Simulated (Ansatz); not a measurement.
Geometry optimisation, RKS B3LYP/STO-3G (Ansatz 0.2.0).

The input (input.yaml):

```yaml
crystal:
  periodic: [false, false, false]
  atoms:
    - { symbol: B, position_ang: [0.0, 0.0, 0.0] }
    - { symbol: Cl, position_ang: [0.0, 0.0, 1.86] }
    - { symbol: C, position_ang: [1.3856, 0.0, -0.8] }
    - { symbol: H, position_ang: [1.7152, -1.0462, -0.9702] }
    - { symbol: H, position_ang: [1.2491, 0.508, -1.7774] }
    - { symbol: H, position_ang: [2.1552, 0.5381, -0.2082] }
    - { symbol: F, position_ang: [-1.1431, 0.0, -0.66] }
basis:
  gaussian: { orbitals: STO-3G }
hamiltonian:
  xc: b3lyp
relax:
  f_tol: 0.02
  max_steps: 40
```

Command:

```bash
$ ansatz run input.yaml --threads 1 --pin off --max-ram 2048MiB --backend cpu --events-out ev --progress --plain --runs-dir out
```

Where does it end, and by what steps?

The run converged. Limits of this set-up: minimal basis. After 14 steps the energy has fallen by 0.073 eV; Cl2 moved furthest, 0.30 Å.

```
step  energy less start (eV)  largest force component (eV/Å)  accepted
   0                  0.0000                           1.050       yes
   1                 -0.0623                           0.272       yes
   2                 -0.0646                           0.212       yes
   3                 -0.0666                           0.061       yes
   4                 -0.0685                           0.107       yes
   5                 -0.0484                           0.658        no
   6                 -0.0703                           0.043       yes
   7                 -0.0695                           0.313        no
   8                 -0.0711                           0.114       yes
   9                 -0.0691                           0.250        no
  10                 -0.0718                           0.029       yes
  11                 -0.0721                           0.023       yes
  12                 -0.0723                           0.073       yes
  13                 -0.0725                           0.046       yes
  14                 -0.0726                           0.001       yes
```

```xyz
7
Properties=species:S:1:pos:R:3
B -0.004 0.032 -0.013
Cl -0.014 -0.291 1.779
C 1.371 0.006 -0.797
H 1.830 -0.993 -0.737
H 1.248 0.265 -1.859
H 2.088 0.711 -0.349
F -1.157 0.271 -0.580
```

Whether the end is a true minimum wasn't checked by a vibrational analysis.

Time of the run: 25 s on 1 thread of Arm Neoverse V1, on a shared host, peak memory 0.13 GiB.
